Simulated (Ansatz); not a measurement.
Ansatz (an electronic-structure program) input (CCSD(T)/def2-SVPD):

Ansatz 0.2 input:
```yaml
crystal:
  periodic: [false, false, false]
  atoms:
    - {symbol: Si, position_ang: [-1.57618248, -0.02765166, 0.53235007]}
    - {symbol: Ge, position_ang: [0.64526017, 0.05102917, -0.21223446]}
    - {symbol: H, position_ang: [-1.72713899, -1.41593366, -0.07183293]}
    - {symbol: H, position_ang: [1.60070679, -1.13683560, -0.49696948]}
    - {symbol: H, position_ang: [1.54466141, 1.30695885, -0.09259570]}
basis:
  gaussian:
    orbitals: def2-SVPD
magnetization: {spin_polarized: true, initial_magnetization: 1}
correlation: {method: ccsd_t, electrons: outside_noble_gas}
output: {forces: true}
```

Output:

```
Functional definition: HF
integrals: 0.13 GiB planned
836 factors; integrals over basis functions are off by at most 1.2e-3 eV
mean field: 0.40 GiB planned
mean field evaluation 1: about -64370.6939 eV, gradient 7.6e0 eV
mean field evaluation 2: about -64370.6955 eV, gradient 7.6e0 eV
mean field evaluation 4: about -64371.4762 eV, gradient 1.8e0 eV
mean field evaluation 8: about -64371.5621 eV, gradient 4.2e-1 eV
mean field evaluation 16: about -64371.6046 eV, gradient 6.7e-4 eV
mean field evaluation 32: about -64371.6042 eV, gradient 5.9e-2 eV
mean field evaluation 64: about -64369.6820 eV, gradient 4.3e0 eV
mean field evaluation 96: about -64369.4726 eV, gradient 1.4e-1 eV
mean field evaluation 128: about -64368.4107 eV, gradient 1.5e-1 eV
mean field evaluation 160: about -64367.8031 eV, gradient 8.2e0 eV
mean field -64371.60462128 eV, -2365.6128371913 hartree, gradient 2.3e-6 eV, S^2 0.970744; 6 other end points of the search recorded, 0 dependent functions left out
determinant -64371.60462128 eV, -2365.6128371913 hartree, with singles and doubles -64377.42867139 eV, -2365.8268670851 hartree
determinant -64370.06606297 eV, -2365.5562962164 hartree, with singles and doubles -64376.30411182 eV, -2365.7855402833 hartree
determinant -64369.47576550 eV, -2365.5346031842 hartree, with singles and doubles -64375.04422701 eV, -2365.7392403704 hartree
determinant -64368.41304510 eV, -2365.4955489300 hartree, with singles and doubles -64374.73728278 eV, -2365.7279603781 hartree
19 core orbitals not correlated
reference -64371.60462128 eV, -2365.6128371913 hartree; 6, 5 occupied and 61, 62 virtual orbitals, 836 factors
densities: 0.47 GiB planned
second order -4.56141306 eV of doubles, -0.00000000 eV of singles
coupled cluster: 0.34 GiB planned
cycle   1  -5.79521602 eV  change   -1.8e-1 eV  update   2.2e-2
cycle   2  -5.80308375 eV  change   -7.9e-3 eV  update   6.9e-3
cycle   3  -5.80650954 eV  change   -3.4e-3 eV  update   3.1e-3
cycle   4  -5.80835549 eV  change   -1.8e-3 eV  update   2.0e-3
cycle   5  -5.81045189 eV  change   -2.1e-3 eV  update   1.5e-3
cycle   6  -5.81206531 eV  change   -1.6e-3 eV  update   8.9e-4
cycle   7  -5.81250549 eV  change   -4.4e-4 eV  update   4.7e-4
cycle   8  -5.81243694 eV  change    6.9e-5 eV  update   3.1e-4
cycle   9  -5.81226446 eV  change    1.7e-4 eV  update   2.0e-4
cycle  10  -5.81218742 eV  change    7.7e-5 eV  update   9.3e-5
cycle  11  -5.81214978 eV  change    3.8e-5 eV  update   3.8e-5
cycle  12  -5.81213112 eV  change    1.9e-5 eV  update   1.7e-5
cycle  13  -5.81212179 eV  change    9.3e-6 eV  update   7.7e-6
cycle  14  -5.81211896 eV  change    2.8e-6 eV  update   3.6e-6
cycle  15  -5.81211869 eV  change    2.8e-7 eV  update   1.7e-6
cycle  16  -5.81211847 eV  change    2.2e-7 eV  update   8.5e-7
cycle  17  -5.81211824 eV  change    2.3e-7 eV  update   5.5e-7
coupled cluster: 0.34 GiB planned
perturbative correction -0.21217836 eV, -0.0077974110 hartree
the calculation of the forces begins
Total energy: -64377.62891788 eV, -2365.8342260080 hartree
Atom 0 at    -1.576182    -0.027652     0.532350 Å, force    -0.151236     0.071732     0.057733 eV/Å
Atom 1 at     0.645260     0.051029    -0.212234 Å, force     0.164241     0.009905    -0.025745 eV/Å
Atom 2 at    -1.727139    -1.415934    -0.071833 Å, force    -0.011106    -0.082902    -0.014009 eV/Å
Atom 3 at     1.600707    -1.136836    -0.496969 Å, force    -0.004227    -0.041564    -0.026722 eV/Å
Atom 4 at     1.544661     1.306959    -0.092596 Å, force     0.002328     0.042829     0.008742 eV/Å
Dipole moment:     0.158230    -0.010816    -0.073546 e Å
```

It need not be the lowest isomer of its formula.

The determinant is spin-contaminated: <S^2> is 0.97 against 0.75 for a pure state.
